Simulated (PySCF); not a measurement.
Run record: geometry optimisation, `O=CN[SiH2][GeH3]`.

Method: PBE0-D3(BJ)/def2-SVP geometry optimisation, gas phase (PySCF 2.14.0). Start geometry: GFN2-xTB. The input is one job of a driver script: a line of settings, then coordinates in Å.

Command:
```bash
OMP_NUM_THREADS=1 python probes_run.py task.json out
```

Input:
```
{"job": {"xc": "PBE0", "basis": "def2-SVP", "d3": "d3bj", "grid": 1, "shake": 0.01, "kind": "geom"}, "charge": 0, "multiplicity": 1}
O     -0.771180     1.358950     0.840580
C     -1.654990     0.651720     0.391140
N     -1.433680    -0.470980    -0.298640
Si     0.262630    -1.027490    -0.632500
Ge     1.683510     0.505930     0.302800
H     -2.724500     0.894900     0.532600
H     -2.208040    -0.988930    -0.602660
H      0.252390    -1.138840    -2.097500
H      0.231060    -2.377910    -0.041100
H      1.643170     0.628880     1.807800
H      1.643330     1.882180    -0.256910
H      3.115980     0.053320     0.045380
```

Task: Give the output.

Result: 
```
step   0  E = -2537.75915667  max force = 0.037960
step   1  E = -2537.76973961  max force = 0.006468
step   2  E = -2537.76865845  max force = 0.008788
step   3  E = -2537.76973383  max force = 0.004950
step   4  E = -2537.77005830  max force = 0.006512
step   5  E = -2537.77013907  max force = 0.002815
step   6  E = -2537.77020420  max force = 0.000405
step   7  E = -2537.77020523  max force = 0.000493
step   8  E = -2537.77020704  max force = 0.000270
optimisation converged
```

Energies in Eh; «max force» is the largest Cartesian gradient component in Eh/bohr.

Task: How much energy does the optimisation release, in eV?

Result: E(step 0) − E(last step) = 0.011050 Eh, which is 0.301 eV.

Task: Give the first gradient maximum in eV/Å.

Result: With 1 Eh/bohr = 51.422 eV/Å, 1.952 eV/Å.

Summary of the converged run: final energy -2537.77021 Eh after 8 steps; dipole 3.21 D.

Task: Where do the atoms end?

Result: 0.127 Å rms from the input after alignment:
```
atom  x, y, z in Å
O1    -0.9708    1.4894    0.8463
C2    -1.7690    0.6958    0.4031
N3    -1.4492   -0.4477   -0.2640
Si4    0.2149   -1.0009   -0.5987
Ge5    1.8110    0.5080    0.3069
H6    -2.8696    0.8488    0.5119
H7    -2.2428   -1.0000   -0.5732
H8     0.3552   -1.1402   -2.0818
H9     0.3543   -2.3718   -0.0159
H10    1.6989    0.5761    1.8349
H11    1.7076    1.8971   -0.3322
H12    3.1994   -0.0829   -0.0457
```

Task: Estimate the wall time. Hardware: one thread of an Arm Neoverse V2, shared host with 192 logical CPUs at a one-minute load of 97. And the peak memory of the process?

Result: About 66 s, with 0.53 GiB resident at the peak, the Python interpreter and its libraries included.
Labels such as C1 count atoms from 1, the log's own numbers from 0.
